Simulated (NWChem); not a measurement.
All runs are NWChem calculations. System: H$_{4}$F$_{2}$GeOSi, charge 0, spin multiplicity 1, at a geometry optimised with B3LYP/def2-SVP. The structure started from a generated list of species. Level: RHF/def2-SVP.

The NWChem input:

```
start mol
memory heap 200 mb stack 800 mb global 1000 mb
geometry units angstroms nocenter noautoz noautosym
  Si     1.520860    -0.388994     0.315630
  F      1.257775    -0.858679     1.838680
  F      2.068208     1.127081     0.421816
  O      0.144976    -0.439992    -0.542344
  Ge    -1.533573     0.209356    -0.573621
  H      2.551551    -1.241252    -0.289738
  H     -2.240014    -0.237061     0.719651
  H     -2.175002    -0.414207    -1.822743
  H     -1.447900     1.743352    -0.675827
end
basis spherical
  * library def2-svp
end
scf
  rhf
  nopen 0
  maxiter 100
  thresh 1e-7
  semidirect memsize 60000000 filesize 0
end
task scf energy
```

Output (cleaned and shortened):

```
             Northwest Computational Chemistry Package (NWChem) 7.3.0
             --------------------------------------------------------

                                NWChem Input Module
                                -------------------

 Scaling coordinates for geometry "geometry" by  1.889725989
 (inverse scale =  0.529177249)

                             Geometry "geometry" -> ""
                             -------------------------

 Output coordinates in angstroms (scale by  1.889725989 to convert to a.u.)

  No.       Tag          Charge          X              Y              Z
 ---- ---------------- ---------- -------------- -------------- --------------
    1 Si                  14.0000     1.52086000    -0.38899400     0.31563000
    2 F                    9.0000     1.25777500    -0.85867900     1.83868000
    3 F                    9.0000     2.06820800     1.12708100     0.42181600
    4 O                    8.0000     0.14497600    -0.43999200    -0.54234400
    5 Ge                  32.0000    -1.53357300     0.20935600    -0.57362100
    6 H                    1.0000     2.55155100    -1.24125200    -0.28973800
    7 H                    1.0000    -2.24001400    -0.23706100     0.71965100
    8 H                    1.0000    -2.17500200    -0.41420700    -1.82274300
    9 H                    1.0000    -1.44790000     1.74335200    -0.67582700

 Effective nuclear repulsion energy (a.u.)     457.4416751633

            Nuclear Dipole moment (a.u.)
            ----------------------------
        X                 Y               Z
 ---------------- ---------------- ----------------
    -0.0000113384    -0.0000188973     0.0000056692


 Summary of "ao basis" -> "" (spherical)
 ------------------------------------------------------------------------------
       Tag                 Description            Shells   Functions and Types
 ---------------- ------------------------------  ------  ---------------------
 *                          def2-svp                  on all atoms

 Summary of "ao basis" -> "ao basis" (spherical)
 ------------------------------------------------------------------------------
[...]
    99      0.204608  7 H  s                 52     -0.165058  4 O  pz

 Vector   39  Occ=0.000000D+00  E= 1.214016D-01
              MO Center= -1.5D+00,  2.4D-01, -5.3D-01, r^2= 4.5D+00
   Bfn.  Coefficient  Atom+Function         Bfn.  Coefficient  Atom+Function
  ----- ------------  ---------------      ----- ------------  ---------------
    75      1.145268  5 Ge px                49     -0.677484  4 O  s
   104      0.433139  8 H  s                 65     -0.405863  5 Ge s
    76     -0.380361  5 Ge py                99      0.344270  7 H  s
   109      0.344673  9 H  s                  4      0.312149  1 Si s
    94     -0.247764  6 H  s                 53      0.186928  4 O  px

 Vector   40  Occ=0.000000D+00  E= 1.799911D-01
              MO Center= -1.3D+00,  2.8D-01, -3.5D-01, r^2= 5.1D+00
   Bfn.  Coefficient  Atom+Function         Bfn.  Coefficient  Atom+Function
  ----- ------------  ---------------      ----- ------------  ---------------
   104      1.464019  8 H  s                 77      1.437142  5 Ge pz
    76      0.891875  5 Ge py                99     -0.632067  7 H  s
   109     -0.608785  9 H  s                 64     -0.254091  5 Ge s
    75      0.250315  5 Ge px                13      0.232602  1 Si pz
    55     -0.184007  4 O  pz                49      0.170580  4 O  s

 Vector   41  Occ=0.000000D+00  E= 1.811959D-01
              MO Center= -1.2D+00,  1.3D-02, -6.6D-01, r^2= 5.5D+00
   Bfn.  Coefficient  Atom+Function         Bfn.  Coefficient  Atom+Function
  ----- ------------  ---------------      ----- ------------  ---------------
    76      1.323866  5 Ge py                99      1.212227  7 H  s
   109     -1.215014  9 H  s                 77     -0.915360  5 Ge pz
    75      0.529508  5 Ge px                12     -0.376186  1 Si py
    13      0.270903  1 Si pz                21     -0.168797  2 F  s
    35      0.167028  3 F  s                 11     -0.151479  1 Si px

 center of mass
 --------------
 x =  -0.10216218 y =   0.02959311 z =  -0.01638456

 moments of inertia (a.u.)
 ------------------
         561.890799349429          77.475120347655        -500.835645034707
          77.475120347655        1685.827358448894         105.963864125957
        -500.835645034707         105.963864125957        1506.168865286337

  Mulliken analysis of the total density
  --------------------------------------

    Atom       Charge   Shell Charges
 -----------   ------   -------------------------------------------------------
    1 Si  14    12.54   2.00  1.99  0.77 -0.04  5.94  1.00  0.36  0.52
    2 F    9     9.48   1.99  1.11  0.83  3.34  2.20  0.01
    3 F    9     9.48   1.99  1.11  0.83  3.34  2.20  0.01
    4 O    8     8.87   1.99  1.03  0.77  2.87  2.21  0.01
    5 Ge  32    31.10   2.00  2.00  2.00  0.98  0.11  6.00  5.98  1.22  0.62  8.16  1.80  0.23
    6 H    1     1.17   0.75  0.40  0.01
    7 H    1     1.12   0.72  0.39  0.01
    8 H    1     1.13   0.72  0.39  0.01
    9 H    1     1.12   0.72  0.39  0.01

       Multipole analysis of the density wrt the origin
       ------------------------------------------------

     L   x y z        total         open         nuclear
     -   - - -        -----         ----         -------
     0   0 0 0     -0.000000      0.000000     76.000000

     1   1 0 0     -0.778246      0.000000     -0.000011
     1   0 1 0     -0.087301      0.000000     -0.000019
     1   0 0 1     -0.558030      0.000000      0.000006

     2   2 0 0    -33.166222      0.000000    638.863037
     2   1 1 0     -2.510010      0.000000    -43.092277
     2   1 0 1     -0.868188      0.000000    233.899684
     2   0 2 0    -36.622245      0.000000     99.797853
     2   0 1 1      0.251577      0.000000    -49.343899
     2   0 0 2    -37.969901      0.000000    181.003529

 Task  times  cpu:        5.9s     wall:        5.9s

 Total times  cpu:        5.9s     wall:        5.9s
```
